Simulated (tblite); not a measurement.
C5H7O2 (doublet state).
SMILES with atom numbers: `[CH2:1]=[CH:2][CH2:3][CH2:4][C:5]([O:6])=[O:7]` (hydrogens: H8, H9 on C1; H10 on C2; H11, H12 on C3; H13, H14 on C4)

Geometry (GFN2-xTB, Å), atoms numbered from 1 in this order:
```
atom  x, y, z in Å
C1     1.8748    1.1586   -0.0936
C2     1.2127    0.0261    0.0874
C3     0.1055   -0.4397   -0.7980
C4    -1.0733   -0.9765   -0.0410
C5    -1.7217    0.3120    0.8901
O6    -0.8567    0.7951    1.5632
O7    -2.8902    0.4000    0.6363
H8     2.6626    1.4667    0.5707
H9     1.6405    1.8305   -0.9030
H10    1.4669   -0.6328    0.9058
H11   -0.2005    0.3555   -1.4820
H12    0.4784   -1.2722   -1.4134
H13   -1.8849   -1.3236   -0.6729
H14   -0.8147   -1.7001    0.7281
```

Computed with GFN2-xTB (tblite): harmonic, unscaled wavenumbers at the GFN2-xTB geometry, gas phase. The method is semi-empirical: single wavenumbers can be off by several per cent or more. One conformer, not necessarily the lowest. Open shells enter through the occupations alone, without spin polarisation, and single modes of such species can be off by tens of per cent.

Harmonic wavenumbers (cm⁻¹): 31.1, 86.1, 116.7, 205.0, 302.4, 358.7, 419.1, 466.3, 590.1, 617.9, 668.8, 844.3, 871.8, 894.9, 918.5, 984.7, 999.8, 1071.5, 1105.0, 1144.3, 1179.5, 1267.5, 1293.3, 1310.9, 1400.5, 1412.3, 1418.5, 1676.5, 1985.9, 2867.5, 2978.7, 3015.2, 3042.5, 3074.5, 3103.8, 3140.9.

A = 5212, B = 1815, C = 1505 MHz; mass 99.045 u (most abundant isotopes); point group C1, symmetry number 1; spin multiplicity 2.

Q: Zero-point energy?

A: ½Σν̃ = 23433 cm⁻¹ = 67.00 kcal/mol.

Q: Entropy at 500 K, 1 bar (ideal gas, RRHO, classical rotation)?

A: Translation 42.28, rotation 29.06, vibration 35.69, spin (R ln 2) 1.38: S = 108.4 cal/(mol K).

Q: And Cp and H(500 K) − H(0)?

A: Cp = 42.60 cal/(mol K), of which vibrations give 34.65 (their classical limit is 36 R = 71.5); H(500 K) − H(0) = 12.90 kcal/mol without the zero-point energy, 8.93 from vibrations.

Q: Which modes carry the vibrational entropy at 500 K?

A: 31.1 cm⁻¹: 6.78; 86.1 cm⁻¹: 4.77; 116.7 cm⁻¹: 4.16; 205.0 cm⁻¹: 3.06; 302.4 cm⁻¹: 2.33; 358.7 cm⁻¹: 2.01 cal/(mol K); the other 30 give 12.57 together.

Q: Blend soft modes into free rotors: weight 1/[1 + (100 cm⁻¹/ν̃)⁴] for the oscillator and the rest for a rotor with moment μB/(μ + B), μ = h/(8π²ν), B = 10⁻⁴⁴ kg m². What vibrational entropy results?

A: 32.29 cal/(mol K) in place of 35.69, which changes −T·S at 500 K by +1.70 kcal/mol.

Hindered rotation and anharmonicity are outside this model. Other conformers, if any are populated, would add a mixing term that is left out. The structure is chiral; the term R ln 2 for an equal mix with its mirror image is left out.

The run took 0.25 s on Arm Neoverse V2, one thread, shared host with 96 logical CPUs at a one-minute load of 28. This covers the Hessian and the dipole derivatives.
